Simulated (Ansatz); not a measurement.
Stepwise reaction of `O[SiH](F)F` with hydrogen sulfide, as a gas-phase model of exchange steps in deposition or etching. ΔE in kJ/mol; ΔG adds harmonic PBE0-D4 terms to CCSD(T)/CBS, at 1 bar.

Calculated with Ansatz (gas phase, PBE0-D4/def2-TZVP geometries, no zero-point term in ΔE). CBS: MP2 limit from def2 TZ/QZ plus the TZ coupled-cluster correction, frozen cores. This one scheme is used for every species. Functionals use def2-TZVPP. B3LYP here is the variant with VWN-RPA as its local correlation; programs differ in this. One conformer a species, not always the lowest.

```csv
step,reaction,PBE-D4,B3LYP-D4,ωB97M-V,CCSD(T)/CBS,ΔG(400 K)
1,`O[SiH](F)F` + H₂S → `O[SiH](F)S` + H–F,81.6,98.0,97.5,95.0,102.8
2,`O[SiH](F)S` + H₂S → `O[SiH](S)S` + H–F,75.7,91.5,92.1,86.6,94.7
```

By hand: ΔE of the 2 steps together at CCSD(T)/CBS.

(95.0) + (86.6) = 181.6 kJ/mol, or 90.8 kJ/mol a step.

In ΔE each step is lower than the one before. All are uphill at CCSD(T)/CBS. ΔG lies between 94.7 and 102.8 kJ/mol a step. PBE-D4 differs from CCSD(T)/CBS by -13.4 to -10.9 kJ/mol a step. Isolated molecules leave out the surface, adducts and barriers. Largest T1 diagnostic: 0.012.
